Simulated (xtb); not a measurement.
Zr(Cl)2(OH) (Cl2HOZr), SMILES [Zr+]([Cl])([Cl])[OH], charge +1, multiplicity 1. All values are semi-empirical tight-binding results from xtb (GFN2-xTB unless named), good for trends rather than for accurate numbers. The structure is a stationary point at GFN2-xTB. The spin state was assumed, not searched. The isomer is the one that the SMILES or the coordinates give; other isomers of the formula were not compared. The values are those of a single conformer.

Optimised geometry:

Bond lengths (Å): Zr1–Cl2 2.244, Zr1–Cl3 2.244, Zr1–O4 1.812, O4–H5 0.970. Bond angles (°): Cl2–Zr1–Cl3 98.5, Cl2–Zr1–O4 108.5, Cl3–Zr1–O4 108.5, Zr1–O4–H5 170.9.
Charge +1, spin multiplicity 1.

For metal compounds this method's bond lengths and energies can be far off.

Computed properties:
```yaml
point_group_as_xtb_finds_it: Cs
orbital_gap: 2.84 eV
zero_point_energy: 8.3 kcal/mol
G − E(el) at 298.15 K (modified RRHO): -12.3 kcal/mol
```

Problem. Give the atomic charges and the Wiberg bond orders between heavy atoms. (An estimate is asked for; the answer gives what the named calculation found.)

Solution. charges (e) Zr1 1.20, Cl2 -0.04, Cl3 -0.04, O4 -0.53, H5 0.40. Bond orders Zr1–Cl2 1.42, Zr1–Cl3 1.42, Zr1–O4 1.29.
